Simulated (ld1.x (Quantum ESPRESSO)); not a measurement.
Ge: one change to a TM potential, before and after

```
Element                 : germanium (Ge)
Generator               : ld1.x (Quantum ESPRESSO) 7.5
Type                    : norm-conserving Troullier–Martins (Kleinman–Bylander form)
Functional              : PBE
Relativity              : scalar-relativistic
Frozen core             : [Ar] 3d10
Valence charge          : 4
Reference configuration : 4s1.5 4p2.5
Partial waves           : 4s (bound): rc 1.50 bohr; 4p (bound): rc 2.10 bohr; 4d channel at 0.35 Ry: rc 2.10 bohr
Local potential         : all-electron potential smoothed inside 1.45 bohr (lloc = -1)
Core correction         : none
```

Change: local potential the d channel.

Cutoffs: the cutoffs (Ry, on a coarse ladder) from which the occupation-weighted sum of valence levels, in a spherical-Bessel basis at the reference potential, stays within 10 and 1 mRy of its value at 400 Ry; they do not see the model core or the augmentation charge, which bear on the density cutoff. Errors are all-electron minus pseudo energies relative to the spin-unpolarised reference configuration.

Problem. What does the change do?

Solution. The potential gets neither clearly harder nor softer (18 Ry and 40 Ry → 18 Ry and 40 Ry); a bound ghost appears in p, which as a rule spoils a file; of the 7 tests that both files solve, the error grows in 1 and shrinks in 4 by more than 15 % and 0.3 meV (median size 3.6 → 3.2 meV); the range in which the s phases agree widens (upper end 0.3 → 2.8). In the separable form a ghost depends on how the local part lies against the semilocal potential of the channel, so the choice of the local part can create or remove one.

| quantity | base | changed |
| --- | --- | --- |
| cutoff, loose | 18 Ry | 18 Ry |
| cutoff, tight | 40 Ry | 40 Ry |
| loose cutoff by channel (10 mRy a level) | s 15 Ry, p 6 Ry | s 15 Ry, p 12 Ry |
| bound ghosts | none | p |
| error for 4s2 4p2, meV [ΔE -3.95 eV] | +3.2 | +2.4 |
| error for 4s2 4p1, meV [ΔE 3.49 eV] | +6.2 | -0.8 |
| error for 4s2 4p0, meV [ΔE 18.93 eV] | +57 | -18 |
| error for 4s0 4p4, meV [ΔE 12.24 eV] | +28 | +24 |
| error for 4s2 4p2.3, meV [ΔE -4.84 eV] | +3.0 | +0.8 |
| error for 4s2 4p1.5, meV [ΔE -1.15 eV] | +3.6 | +3.2 |
| error for 4s1 4p2, meV [ΔE 12.21 eV] | +2.5 | -11 |
| s: phases at 2.29 bohr within 0.05 rad from the reference energy up to (Ry; the scan ends near 5) | 0.3 | 2.8 |
| p: phases at 2.29 bohr within 0.05 rad from the reference energy up to (Ry; the scan ends near 5) | 2.8 | 3.1 |
| d: phases at 2.29 bohr within 0.05 rad from the reference energy up to (Ry; the scan ends near 5) | 1.0 | 1.0 |

 A true bound ghost makes a file unfit for plane-wave use even where its test errors are small: the radial tests pick states by their node count and pass the ghost by.
